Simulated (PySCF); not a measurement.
# C₅H₉NO₃Si: full NMR table

| Property | Result |
| --- | --- |
| Formula | C5H9NO3Si |
| SMILES | C=NC(=C)O[SiH2]OC(C)=O |
| InChI | InChI=1S/C5H9NO3Si/c1-4(6-3)8-10-9-5(2)7/h1,3,10H2,2H3 |
| Point group of the computed structure | C1 |
| Degrees of unsaturation | 3 |
| Carbon signals | 5 |
| Proton signals | 6 |

Atoms are numbered as in `[CH2:1]=[N:2][C:3](=[CH2:4])[O:5][SiH2:6][O:7][C:8]([CH3:9])=[O:10]` (H(Xn): hydrogen on atom n). Ha(C1) is cis to C3; Ha(C4) is cis to N2; Hb(C1) is trans to C3; Hb(C4) is trans to N2.

Computed data (PySCF): coordinates at the GFN2-xTB level, NMR shieldings at PBE0/pcSseg-1/GIAO. Single conformer, isolated molecule, relativity neglected, rapidly exchanging positions averaged.

Chemical shifts δ = σref − σ; TMS for ¹H (σ = 31.72 ppm) and ¹³C (σ = 186.93 ppm) and ²⁹Si (σ = 349.16 ppm); NH3 for ¹⁵N (σ = 267.73 ppm); ¹⁷O (σ = 336.08 ppm) vs H2O, all at this level.

```tsv
carbon	δC, type	δH (multiplicity)	HMBC from (2–3 bonds)	span of the C tensor (ppm)
C1	155.1, CH2	Ha(C1) 7.89 (d); Hb(C1) 7.04 (d)	–	188
C3	168.8, C	–	Ha(C1), Hb(C1), H(Si6), Ha(C4), Hb(C4)	178
C4	81.3, CH2	Ha(C4) 4.10 (m); Hb(C4) 4.07 (m)	–	133
C8	176.8, C	–	H(Si6), H(C9)	165
C9	23.9, CH3	2.17 (s)	–	52
```

Other nuclei:
```csv
atoms,nucleus,environment,δ (ppm),σ (ppm)
H(Si6),¹H,hydrogen on a silicon bonded to 2 O,5.20,26.51
Si6,²⁹Si,"silicon bonded to 2 O, 2 H",-32.2,381.3
N2,¹⁵N,imine nitrogen,388.6,-120.9
O10,¹⁷O,carbonyl oxygen,462.4,-126.3
O7,¹⁷O,"oxygen bonded to C, Si",219.7,116.4
O5,¹⁷O,"oxygen bonded to C, Si",124.3,211.8
```

- Carbon types of the structure: 2 × C, 2 × CH2, 1 × CH3, leaving 2 H on heteroatoms.
- δC 176.8: carbonyl carbon.
- δC 168.8: alkene carbon bearing oxygen; an sp2 carbon further deshielded by the attached heteroatom.
- δC 155.1: C=N carbon.
- δC 81.3: β carbon of an enol-ether or enamine type C=C; the O or N lone pair pushes π density onto this β carbon and shields it.
- δH 4.10, 4.07: hydrogen on a β carbon of an enol-ether or enamine type C=C; lone-pair donation from O or N shields it, upfield of ordinary alkene protons.

Shifts are as computed. Against solution values, carbons near 30 ppm lie about +3 ppm off and those near 130 ppm about +5 ppm. Of 1211 compounds with measured shifts, 218 miss one by over three times the rms of a fit or turn the order of signals round; such compounds aren't used in these exercises. Unscaled 17O shifts of doubly bonded oxygen tend to come out too high, by tens of ppm or more. Experimental scales use liquid or dissolved standards, which lie at an offset from isolated NH3 (liquid NH3: subtract about 20 ppm) and H2O (liquid H2O: subtract about 36 ppm). Unscaled 15N shifts of sp2 nitrogen come out 20 to 40 ppm too high even then. No couplings were computed; multiplicities are counted from neighbouring protons, with m where these are inequivalent, close in shift, in a saturated or five-membered ring or joined by F or P, and br s for small geminal =CH2 splittings.
